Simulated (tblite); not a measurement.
Parent: `[F:1][CH:2]([F:3])[Si@H:4]1[CH2:5][SiH2:6][SiH2:7]1` with F1–C2–Si4–C5 -58°, C2–Si4–C5–Si6 98°, Si4–C5–Si6–Si7 10°, C5–Si6–Si7–Si4 -8°, C2–Si4–Si7–Si6 -97°, C2H8F2Si3.

Structures optimised with GFN2-xTB, isolated species. One conformer each, not checked by frequencies here.

```tsv
coordinate of the parent	value
F1–C2	1.369 Å
C2–F3	1.365 Å
C2–Si4	1.943 Å
Si4–C5	1.929 Å
C5–Si6	1.939 Å
Si6–Si7	2.357 Å
Si4–Si7	2.346 Å
F1–C2–F3	105.6°
F1–C2–Si4	109.5°
F3–C2–Si4	110.7°
C2–Si4–C5	105.0°
C2–Si4–Si7	107.3°
C5–Si4–Si7	88.5°
Si4–C5–Si6	102.5°
C5–Si6–Si7	88.0°
Si4–Si7–Si6	79.8°
```

Question: How does the shared frame change in `[NH2:1][CH2:2][C:3]([F:4])([F:5])[Si@H:6]1[CH2:7][SiH2:8][SiH2:9]1` with H–N1–C2–C3 61° and -59°, N1–C2–C3–F4 74°, C2–C3–Si6–C7 85°, C3–Si6–C7–Si8 100°, Si6–C7–Si8–Si9 9°, C7–Si8–Si9–Si6 -7°, C3–Si6–Si9–Si8 -100°, C3H11F2NSi3? Atoms pair as F1 = F4, C2 = C3, F3 = F5, Si4 = Si6, C5 = C7, Si6 = Si8, Si7 = Si9 (parent first).

Answer: 
```
     parent     relative  value in the relative  change
      F1–C2        F4–C3                1.382 Å  +0.013
      C2–F3        C3–F5                1.379 Å  +0.014
     C2–Si4       C3–Si6                1.948 Å  +0.005
     Si4–C5       Si6–C7                1.931 Å  +0.002
     C5–Si6       C7–Si8                1.940 Å  +0.001
    Si6–Si7      Si8–Si9                2.353 Å  -0.004
    Si4–Si7      Si6–Si9                2.340 Å  -0.006
   F1–C2–F3     F4–C3–F5                 103.8°    -1.8
  F1–C2–Si4    F4–C3–Si6                 107.8°    -1.7
  F3–C2–Si4    F5–C3–Si6                 108.7°    -2.0
  C2–Si4–C5    C3–Si6–C7                 107.2°    +2.2
 C2–Si4–Si7   C3–Si6–Si9                 108.5°    +1.2
 C5–Si4–Si7   C7–Si6–Si9                  88.6°    +0.1
 Si4–C5–Si6   Si6–C7–Si8                 102.3°    -0.2
 C5–Si6–Si7   C7–Si8–Si9                  88.0°     0.0
Si4–Si7–Si6  Si6–Si9–Si8                  79.9°    +0.1
```

Of the parent's bonds, F1–C2 and C2–F3 change most and about equally (+0.013 to +0.014 Å). Bonds of the relative outside the shared frame: N1–C2 1.444, C2–C3 1.530 Å. Point group C1 → C1.

Question: How does the shared frame change in `[O:1]=[C:2]([OH:3])[C:4]([F:5])([F:6])[Si@@H:7]1[CH2:8][SiH2:9][SiH2:10]1` with O1–C2–O3–H 4°, O1–C2–C4–F5 -33°, C2–C4–Si7–C8 -57°, C4–Si7–C8–Si9 -95°, Si7–C8–Si9–Si10 -10°, C8–Si9–Si10–Si7 8°, C4–Si7–Si10–Si9 97°, C3H8F2O2Si3? Atoms pair as F1 = F5, C2 = C4, F3 = F6, Si4 = Si7, C5 = C8, Si6 = Si9, Si7 = Si10 (parent first).

Answer: 
```csv
parent,relative,value in the relative,change
F1–C2,F5–C4,1.368 Å,-0.001
C2–F3,C4–F6,1.364 Å,-0.001
C2–Si4,C4–Si7,1.966 Å,+0.023
Si4–C5,Si7–C8,1.923 Å,-0.006
C5–Si6,C8–Si9,1.939 Å,0.000
Si6–Si7,Si9–Si10,2.365 Å,+0.008
Si4–Si7,Si7–Si10,2.349 Å,+0.003
F1–C2–F3,F5–C4–F6,105.7°,+0.1
F1–C2–Si4,F5–C4–Si7,108.4°,-1.1
F3–C2–Si4,F6–C4–Si7,109.8°,-0.9
C2–Si4–C5,C4–Si7–C8,104.7°,-0.3
C2–Si4–Si7,C4–Si7–Si10,104.4°,-2.9
C5–Si4–Si7,C8–Si7–Si10,88.8°,+0.3
Si4–C5–Si6,Si7–C8–Si9,102.5°,0.0
C5–Si6–Si7,C8–Si9–Si10,87.9°,-0.1
Si4–Si7–Si6,Si7–Si10–Si9,79.4°,-0.4
```

Of the parent's bonds, C2–Si4 changes most (+0.023 Å). Bonds of the relative outside the shared frame: O1=C2 1.204, C2–O3 1.338, C2–C4 1.488 Å. Point group C1 → C1.

Question: How does the shared frame change in `[CH3:1]/[N:2]=[CH:3]\[C:4]([F:5])([F:6])[Si@H:7]1[CH2:8][SiH2:9][SiH2:10]1` with N2–C3–C4–F5 -160°, C3–C4–Si7–C8 67°, C4–Si7–C8–Si9 94°, Si7–C8–Si9–Si10 11°, C8–Si9–Si10–Si7 -9°, C4–Si7–Si10–Si9 -96°, C4H11F2NSi3? Atoms pair as F1 = F5, C2 = C4, F3 = F6, Si4 = Si7, C5 = C8, Si6 = Si9, Si7 = Si10 (parent first).

Answer: 
| parent | relative | value in the relative | change |
| --- | --- | --- | --- |
| F1–C2 | F5–C4 | 1.381 Å | +0.012 |
| C2–F3 | C4–F6 | 1.375 Å | +0.010 |
| C2–Si4 | C4–Si7 | 1.962 Å | +0.019 |
| Si4–C5 | Si7–C8 | 1.926 Å | -0.003 |
| C5–Si6 | C8–Si9 | 1.939 Å | 0.000 |
| Si6–Si7 | Si9–Si10 | 2.360 Å | +0.003 |
| Si4–Si7 | Si7–Si10 | 2.346 Å | 0.000 |
| F1–C2–F3 | F5–C4–F6 | 104.0° | -1.6 |
| F1–C2–Si4 | F5–C4–Si7 | 106.3° | -3.2 |
| F3–C2–Si4 | F6–C4–Si7 | 109.4° | -1.3 |
| C2–Si4–C5 | C4–Si7–C8 | 104.7° | -0.3 |
| C2–Si4–Si7 | C4–Si7–Si10 | 104.9° | -2.4 |
| C5–Si4–Si7 | C8–Si7–Si10 | 88.6° | +0.1 |
| Si4–C5–Si6 | Si7–C8–Si9 | 102.3° | -0.2 |
| C5–Si6–Si7 | C8–Si9–Si10 | 87.9° | -0.1 |
| Si4–Si7–Si6 | Si7–Si10–Si9 | 79.5° | -0.3 |

Of the parent's bonds, C2–Si4 changes most (+0.019 Å). Bonds of the relative outside the shared frame: C1–N2 1.430, N2=C3 1.255, C3–C4 1.490 Å. Point group C1 → C1.

The numbers are calculated, not measured.
